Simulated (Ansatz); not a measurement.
The input (input.yaml):

```yaml
crystal:
  periodic: [false, false, false]
  atoms:
    - { symbol: B, position_ang: [-0.319497, -1.236283, 0.182317] }
    - { symbol: F, position_ang: [1.698607, -0.665791, -1.53235] }
    - { symbol: H, position_ang: [-1.240454, -1.209122, -0.597217] }
    - { symbol: H, position_ang: [0.230027, -2.230367, 0.580239] }
    - { symbol: H, position_ang: [1.869984, -0.402508, -0.675565] }
    - { symbol: O, position_ang: [0.155339, -0.022143, 0.756256] }
    - { symbol: C, position_ang: [-0.477506, 1.193567, 0.38615] }
    - { symbol: H, position_ang: [0.236446, 2.014129, 0.546009] }
    - { symbol: H, position_ang: [-1.35835, 1.371465, 1.023242] }
    - { symbol: H, position_ang: [-0.794596, 1.187053, -0.669083] }
basis:
  gaussian: { orbitals: cc-pVDZ }
hamiltonian:
  xc: pbe0
  dispersion: d4
relax:
  f_tol: 0.03
  max_steps: 50
output:
  orbitals: {}
```

Command:

```bash
$ ansatz run input.yaml --threads 2 --pin off --max-ram 3072MiB --backend cpu --events-out ev --progress --plain --runs-dir out
```

Hardware: 2 threads of Intel(R) Xeon(R) 6975P-C (Granite Rapids) (shared host).

Task: Roughly how long does this run take, and how much memory?

Result: 40 s, with a peak of 0.17 GiB, for 34 ionic steps.
